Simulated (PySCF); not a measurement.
C₄H₁₂SSi₂.
SMILES: `[SiH3]C[C@H]([SiH3])C(=S)C`

All values: PBE0/def2-SVPD (PySCF, non-relativistic), on one gas-phase PBE0-D3(BJ)/def2-SVP geometry that isn't relaxed in the solvent. The solvent is an IEF-PCM continuum (Bondi radii, 1.10 Å for H, scaled by 1.2), and excitations are vertical TDDFT with non-equilibrium linear response and a frozen core. The model holds no explicit solvent molecules, cavitation or dispersion.

Gas-phase singlets (H = HOMO, L = LUMO):

```tsv
state	E (eV)	λ (nm)	f	leading configurations
S1	2.620	473	0.000	H→L 100%
S2	5.222	237	0.197	H-1→L 83%, H-2→L 9%
S3	5.523	225	0.058	H→L+1 92%
S4	5.599	221	0.028	H-2→L 83%, H-1→L 8%
S5	6.180	201	0.006	H→L+2 88%
```

Q: What are the lowest 5 singlets in tetrahydrofuran (ε = 7.426)?

A: 
| state | E (eV) | λ (nm) | f | leading configurations | change by rank (eV) |
| --- | --- | --- | --- | --- | --- |
| S1 | 2.744 | 452 | 0.000 | H→L 100% | +0.124 |
| S2 | 5.077 | 244 | 0.281 | H-1→L 87%, H-2→L 9% | -0.145 |
| S3 | 5.466 | 227 | 0.039 | H-2→L 86% | -0.057 |
| S4 | 5.779 | 215 | 0.088 | H→L+1 93% | +0.180 |
| S5 | 6.128 | 202 | 0.012 | H-3→L 43%, H-4→L 26%, H-6→L 14% | -0.052 |

Q: The ground-state energy changes by -0.145 eV from gas to tetrahydrofuran. By how much does the total energy of gas-phase S1 change?

A: E(S1) = E(S0) + excitation energy, so it changes by -0.145 + 0.124 = -0.021 eV: it is lowered less than the ground state, which is what a blue shift means. This is the vertical state, with the slow part of the continuum still set for S0.

Q: How do the frontier levels move from gas to tetrahydrofuran?

A: 
```tsv
orbital	gas (eV)	solvent (eV)	change (eV)
LUMO+2	0.59	0.73	+0.14
LUMO+1	0.06	0.26	+0.20
LUMO	-2.05	-2.05	0.00
HOMO	-6.39	-6.51	-0.12
HOMO-1	-7.88	-7.88	0.00
HOMO-2	-8.79	-8.65	+0.14
HOMO-3	-9.42	-9.28	+0.14
```

The HOMO–LUMO gap goes from 4.34 to 4.47 eV.

The values belong to the conformer `[CH3:1][C:2](=[S:3])[C@@H:4]([SiH3:5])[CH2:6][SiH3:7]`: C1–C2–C4–Si5 90°, C2–C4–C6–Si7 179°.
